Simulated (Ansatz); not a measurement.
Total energies of CH6OSSn, SMILES `C[O][SnH2][SH]`.

```xyz
10

C     1.619   -0.254    0.119
O     0.747    0.575    0.844
Sn   -1.189    0.429    0.565
S    -1.648    0.705   -1.773
H     1.476   -1.320    0.352
H     1.511   -0.125   -0.966
H     2.645    0.010    0.388
H    -1.824    1.735    1.439
H    -1.678   -1.138    1.036
H    -1.657   -0.618   -2.004
```

The species carries charge 0 and has multiplicity 1. Correlated methods include outer-core shells of Sn, which these sets cover unevenly. Sn: def2 effective core potential. Geometry: relaxed with PBE0-D4/def2-TZVP. It is one conformer, not always the lowest. Basis def2-TZVPP, Ansatz.

RPA on PBE orbitals: Hartree–Fock energy of these orbitals -727.11981 Eh, correlation -1.46258 Eh (frozen core).

```
             functional  energy without D4 (Eh)  D4 term (kJ/mol)
            LDA (SPW92)              -726.85499                 –
                    PBE              -729.18979             -21.1
                 revPBE              -729.44093             -56.7
                 B97M-V              -729.38923                 –
                  B3LYP              -729.60355             -34.1
                r2SCANh              -729.47744              -5.6
                r2SCAN0              -729.44864              -6.2
HSE06 (plane-wave form)              -729.22505             -17.0
                ωB97M-V              -729.38123                 –
               PBE-QIDH              -728.94487                 –
```

**Question.** Give the same for BLYP, r2SCAN, PBE0, BHLYP, CAM-B3LYP, LC-ωPBE, ωB97X-V, B2PLYP. (Best estimate.)

**Answer.** Ansatz gave: 
```csv
functional,energy without D4 (Eh),D4 term (kJ/mol)
BLYP,-729.40821,-44.9
r2SCAN,-729.49756,-5.2
PBE0,-729.24030,-18.1
BHLYP,-729.36776,-28.8
CAM-B3LYP,-729.45283,-18.6
LC-ωPBE,-729.36356,–
ωB97X-V,-729.39272,–
B2PLYP,-729.08013,–
```

B3LYP takes the VWN-RPA correlation (the form of Gaussian; ORCA's B3LYP/G). HSE06 is the plane-wave form, built on full-range PBE exchange. The double hybrids freeze the cores in their second-order part.

LC-ωPBE has ω = 0.4 bohr⁻¹.
